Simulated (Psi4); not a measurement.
CH8GeOSi, singlet, at a GFN2-xTB geometry; PBE/STO-3G run with Psi4 1.11.

Input for Psi4:
```
memory 2 GB

molecule {
0 1
Si    1.54836331   -0.57388472   -0.80676255
C     2.52231490    0.42357862    0.48166535
O    -0.05835475   -0.38274139   -0.59823254
Ge   -1.34647444    0.23745205    0.37337362
H     1.79421136   -2.01076021   -0.65884835
H     1.79724737   -0.08880765   -2.16562084
H     2.27207347    0.10991642    1.49310777
H     3.59310654    0.30052850    0.35272538
H     2.30019037    1.48594060    0.40641767
H    -1.23661388   -0.37614740    1.73908713
H    -2.57704122   -0.19445413   -0.35745205
H    -1.20012976    1.73016368    0.43317164
}

set {
  basis sto-3g
}

energy('pbe')
print_variables()
```

What does Psi4 print? Leave out banner, timings and long lists.


```
   => Loading Basis Set <=

    Name: STO-3G
    Role: ORBITAL
    Keyword: BASIS

         ---------------------------------------------------------
                                   SCF
               by Justin Turney, Rob Parrish, Andy Simmonett
                          and Daniel G. A. Smith
                              RKS Reference
         ---------------------------------------------------------

  ==> Geometry <==

    Molecular point group: c1
    Full point group: C1

    Geometry (in Angstrom), charge = 0, multiplicity = 1:

       Center              X                  Y                   Z               Mass
    ------------   -----------------  -----------------  -----------------  -----------------
         SI           1.693948691971    -0.584193076078    -0.824834293666    27.976926534650
         C            2.667900281971     0.413270263922     0.463593606334    12.000000000000
         O            0.087230631971    -0.393049746078    -0.616304283666    15.994914619570
         GE          -1.200889058029     0.227143693922     0.355301876334    73.921177761000
         H            1.939796741971    -2.021068566078    -0.676920093666     1.007825032230
         H            1.942832751971    -0.099116006078    -2.183692583666     1.007825032230
         H            2.417658851971     0.099608063922     1.475036026334     1.007825032230
         H            3.738691921971     0.290220143922     0.334653636334     1.007825032230
         H            2.445775751971     1.475632243922     0.388345926334     1.007825032230
         H           -1.091028498029    -0.386455756078     1.721015386334     1.007825032230
         H           -2.431455838029    -0.204762486078    -0.375523793666     1.007825032230
         H           -1.054544378029     1.719855323922     0.415099896334     1.007825032230

  Running in c1 symmetry.

  Rotational constants: A =      0.28992  B =      0.04967  C =      0.04412 [cm^-1]
  Rotational constants: A =   8691.49380  B =   1489.19585  C =   1322.55002 [MHz]
  Nuclear repulsion =  355.566617885036692

  Charge       = 0
  Multiplicity = 1
  Electrons    = 68
  Nalpha       = 34
  Nbeta        = 34

  ==> Algorithm <==

  SCF Algorithm Type is DF.
  DIIS enabled.
  MOM disabled.
  Fractional occupation disabled.
  Guess Type is SAD.
  Energy threshold   = 1.00e-06
  Density threshold  = 1.00e-06
  Integral threshold = 1.00e-12

  ==> Primary Basis <==

  Basis Set: STO-3G
    Blend: STO-3G
    Number of shells: 27
    Number of basis functions: 45
    Number of Cartesian functions: 46
    Spherical Harmonics?: true
    Max angular momentum: 2

  ==> DFT Potential <==

   => LibXC <=

    Version 7.1.2
    S. Lehtola, C. Steigemann, M. J. T. Oliveira, and M. A. L. Marques,  SoftwareX 7, 1–5 (2018) (10.1016/j.softx.2017.11.002)

   => Composite Functional: PBE <=

    PBE GGA Exchange-Correlation Functional

    J.P. Perdew et. al., Phys. Rev. Lett., 77(18), 3865-3868, 1996

    Deriv               =              1
    GGA                 =           TRUE
    Meta                =          FALSE

    Exchange Hybrid     =          FALSE
    MP2 Hybrid          =          FALSE

   => Exchange Functionals <=

    1.0000     XC_GGA_X_PBE

   => Correlation Functionals <=

    1.0000     XC_GGA_C_PBE

   => LibXC Density Thresholds  <==

    XC_GGA_C_PBE:  1.00E-12
    XC_GGA_X_PBE:  1.00E-15

   => Molecular Quadrature <=

    Radial Scheme          =       TREUTLER
    Pruning Scheme         =           NONE
    Nuclear Scheme         =       TREUTLER

    Blocking Scheme        =         OCTREE
    BS radius alpha        =              1
    Pruning alpha          =              1
    Radial Points          =             75
    Spherical Points       =            302
    Total Points           =         254877
    Total Blocks           =           1971
    Max Points             =            256
    Max Functions          =             42
[...]

    J tasked:                   Yes
    K tasked:                    No
    wK tasked:                   No
    Algorithm:                 Core
    Schwarz Cutoff:           1E-12
    Mask sparsity (%):       8.8889
    Fitting Condition:        1E-10

   => Auxiliary Basis Set <=

  Basis Set: (STO-3G AUX)
    Blend: DEF2-UNIVERSAL-JKFIT
    Number of shells: 196
    Number of basis functions: 690
    Number of Cartesian functions: 868
    Spherical Harmonics?: true
    Max angular momentum: 5

  Minimum eigenvalue in the overlap matrix is 2.3048338209E-01.
  Reciprocal condition number of the overlap matrix is 1.0026633992E-01.
    Using symmetric orthogonalization.

  ==> Pre-Iterations <==

  SCF Guess: Superposition of Atomic Densities via on-the-fly atomic UHF (no occupation information).

   -------------------------
    Irrep   Nso     Nmo
   -------------------------
     A         45      45
   -------------------------
    Total      45      45
   -------------------------

  ==> Iterations <==

                           Total Energy        Delta E     RMS |[F,P]|

   @DF-RKS iter SAD: -2451.95292629224650   -2.45195e+03   0.00000e+00
   @DF-RKS iter   1: -2454.76358311419926   -2.81066e+00   1.51463e-02 ADIIS/DIIS
   @DF-RKS iter   2: -2398.65780454549849    5.61058e+01   1.90598e-01 ADIIS
   @DF-RKS iter   3: -2453.86924320441904   -5.52114e+01   4.08227e-02 ADIIS/DIIS
   @DF-RKS iter   4: -2455.13502476094072   -1.26578e+00   3.61617e-03 ADIIS/DIIS
   @DF-RKS iter   5: -2455.15434699899743   -1.93222e-02   1.66963e-03 ADIIS/DIIS
   @DF-RKS iter   6: -2455.15735292192949   -3.00592e-03   7.96934e-04 ADIIS/DIIS
   @DF-RKS iter   7: -2455.15816535465137   -8.12433e-04   1.22622e-04 ADIIS/DIIS
   @DF-RKS iter   8: -2455.15818640291536   -2.10483e-05   2.02993e-05 DIIS
   @DF-RKS iter   9: -2455.15818691676304   -5.13848e-07   5.63502e-06 DIIS
   @DF-RKS iter  10: -2455.15818696565248   -4.88894e-08   2.39030e-07 DIIS
  Energy and wave function converged.

  ==> Post-Iterations <==

   Electrons on quadrature grid:
      Ntotal   =   67.9999709366 ; deviation = -2.906e-05

    Orbital Energies [Eh]
    ---------------------

    Doubly Occupied:

[...]
      34A     -0.054064

    Virtual:

[...]
    Final Occupation by Irrep:
              A
    DOCC [    34 ]
    NA   [    34 ]
    NB   [    34 ]

  @DF-RKS Final Energy: -2455.15818696565248

   => Energetics <=

    Nuclear Repulsion Energy =            355.5666178850366919
    One-Electron Energy =               -4143.4401675413655539
    Two-Electron Energy =                1449.8706991154615480
    DFT Exchange-Correlation Energy =    -117.1553364247853324
    Empirical Dispersion Energy =           0.0000000000000000
    VV10 Nonlocal Energy =                  0.0000000000000000
    Total Energy =                      -2455.1581869656524759

Computation Completed

Properties will be evaluated at   0.000000,   0.000000,   0.000000 [a0]

Properties computed using the SCF density matrix

 Multipole Moments:

 ------------------------------------------------------------------------------------
     Multipole            Electronic (a.u.)      Nuclear  (a.u.)        Total (a.u.)
 ------------------------------------------------------------------------------------

 L = 1.  Multiply by 2.5417464519 to convert [e a0] to [Debye]
 Dipole X            :        -18.6393933           18.7079218            0.0685285
 Dipole Y            :          1.4455863           -1.3246381            0.1209482
 Dipole Z            :          2.5221604           -2.3222434            0.1999169
 Magnitude           :                                                    0.2434983

 ------------------------------------------------------------------------------------

  Variable Map:
  ----------------------------------------------------------------------------
[...]
  Array Variable Map:
  ----------------------------------------------------------------------------
[...]
[...]
```
